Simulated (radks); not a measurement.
Removal energies from the indium ion In10+, [Kr] 4d3, by Delta-SCF beside the eigenvalue of the level emptied. All-electron calculation, non-relativistic Kohn-Sham, PBE, spin-polarised, spherical densities, point nucleus. Program: a radial shooting solver on a logarithmic mesh with Libxc functionals. Open shells are filled with parallel spins first.

4d: final configuration [Kr] 4d2; Delta-SCF (eV) 203.92; -eigenvalue (eV) 192.37
4p: final configuration [Ar] 3d10 4s2 4p5 4d3; Delta-SCF (eV) 263.43; -eigenvalue (eV) 251.45
4s: final configuration [Ar] 3d10 4s1 4p6 4d3; Delta-SCF (eV) 300.63; -eigenvalue (eV) 288.28
3d: final configuration [Ar] 3d9 4s2 4p6 4d3; Delta-SCF (eV) 663.02; -eigenvalue (eV) 635.52
